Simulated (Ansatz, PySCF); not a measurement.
Molecule: CsBr, charge 1, multiplicity 2. 
Structure (B3LYP-D3(BJ)/def2-TZVP (Ansatz, an electronic-structure program) minimum search):
```
Cs
Br 1 3.9295
```
Charge +1, spin multiplicity 2.

Total electronic energies in hartree. Valence correlation only, unless marked. UHF or UKS for open shells. Spin-orbit coupling is left out. Frozen are the shells of the preceding noble gas and the d and f shells that filled before the atom's block. The outer core of K, Ca and their heavier congeners is not correlated, a term that matters for these elements. In def2 rows, elements after Kr have scalar-relativistic effective core potentials. CBS marks a two-point X^-3 extrapolation of the correlation energy; Hartree-Fock from the larger set. [CCSD(T)-MP2]/basis is that difference in the basis named.

```csv
level,program,energy (Eh)
RI-HF/def2-QZVPP,Ansatz,-2592.17869
PBE/def2-TZVPD,Ansatz,-2593.72825
BLYP-D3(BJ)/def2-TZVPD,Ansatz + dftd3,-2594.10997
BLYP/def2-TZVPD,Ansatz,-2594.10772
TPSS/def2-TZVPD,PySCF,-2594.02810
M06-L-D4/def2-TZVPD,PySCF + dftd4,-2594.02521
M06-L/def2-TZVPD,PySCF,-2594.02517
r2SCAN/def2-TZVPD,Ansatz,-2594.10803
B3LYP/def2-TZVPD,Ansatz,-2594.14878
PBE0-D4/def2-TZVPD,Ansatz + dftd4,-2593.81548
BHLYP/def2-TZVPD,Ansatz,-2594.05538
r2SCANh-D4/def2-TZVPD,Ansatz + dftd4,-2594.10167
HSE06-D3(BJ)/def2-TZVPD,Ansatz + dftd3,-2593.81858
CAM-B3LYP-D4/def2-TZVPD,Ansatz + dftd4,-2594.21188
CAM-B3LYP/def2-TZVPD,Ansatz,-2594.21092
CAM-B3LYP/def2-TZVPD,PySCF,-2594.21095
LC-wPBE-D3(BJ)/def2-TZVPD,Ansatz + dftd3,-2593.78766
B2PLYP/def2-TZVPD,Ansatz,-2593.58796
MP2/def2-QZVPPD,Ansatz,-2592.32853
RI-MP2/def2-QZVPP,Ansatz,-2592.32817
CCSDT(Q)/def2-SVP,Ansatz,-2591.92923
"RI-MP2/CBS(def2-TZVPP,def2-QZVPP)+[CCSD(T)-MP2]/def2-TZVPP",Ansatz,-2592.3637
"CCSD(T)/CBS(def2-TZVPPD,def2-QZVPPD)",Ansatz,-2592.3647
```

Totals of different functionals don't rank their quality; only differences between species are comparable.
